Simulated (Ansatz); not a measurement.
Born–Oppenheimer molecular dynamics of CH$_{7}$AlOSe (11 atoms, charge 0, multiplicity 1). It starts at the highest image of a converged band, a first-order saddle point between two minima.

All numbers below come from Ansatz 0.2.0, RKS PBE-D4/def2-SVP.

```
ensemble                      : NVE (velocity Verlet)
time step                     : 0.5 fs
steps asked                   : 200
starting velocities drawn for : 300 K
seed                          : 10330
```

First frame:

```xyz
11
Properties=species:S:1:pos:R:3
Al -0.281 0.476 0.231
H 1.096 1.250 0.862
C -0.136 -0.192 -1.598
O -1.780 1.087 0.827
H 1.209 0.130 1.462
Se 0.679 -1.419 1.824
H 0.887 -0.547 -1.842
H -0.403 0.597 -2.331
H -0.837 -1.040 -1.749
H -1.906 1.622 1.623
H 1.472 -1.962 0.692
```

(1) How far do the bonds stretch over the last three quarters of this one trajectory? (Pairs bonded in most of those frames.)

Answers

(1) 
```json
{"bond": "Al1–H2", "mean (Å)": "1.616", "spread (Å)": "0.026", "shortest": "1.57", "longest": "1.67"}
{"bond": "Al1–C3", "mean (Å)": "1.969", "spread (Å)": "0.019", "shortest": "1.93", "longest": "2.00"}
{"bond": "Al1–O4", "mean (Å)": "1.742", "spread (Å)": "0.035", "shortest": "1.69", "longest": "1.80"}
{"bond": "Al1–Se6", "mean (Å)": "2.905", "spread (Å)": "0.198", "shortest": "2.62", "longest": "3.26"}
{"bond": "C3–H7", "mean (Å)": "1.113", "spread (Å)": "0.022", "shortest": "1.08", "longest": "1.15"}
{"bond": "C3–H8", "mean (Å)": "1.116", "spread (Å)": "0.024", "shortest": "1.08", "longest": "1.15"}
{"bond": "C3–H9", "mean (Å)": "1.113", "spread (Å)": "0.015", "shortest": "1.09", "longest": "1.14"}
{"bond": "O4–H10", "mean (Å)": "0.970", "spread (Å)": "0.010", "shortest": "0.95", "longest": "0.99"}
{"bond": "H5–Se6", "mean (Å)": "1.496", "spread (Å)": "0.025", "shortest": "1.46", "longest": "1.56"}
{"bond": "Se6–H11", "mean (Å)": "1.486", "spread (Å)": "0.015", "shortest": "1.46", "longest": "1.51"}
```

Mean temperature of the second half: 289 K. The conserved energy stayed within 0.12 meV per atom of its start (net change 0.067 meV per atom), so the integration is sound. A run of 0.1 ps of so small a system gives no equilibrium averages. The orbitals stay closed-shell, which can raise the energy where a bond breaks towards radicals; this wasn't checked here.

Run time: 7.2 min on 2 threads of Arm Neoverse V2, on a shared host, peak memory 0.15 GiB.
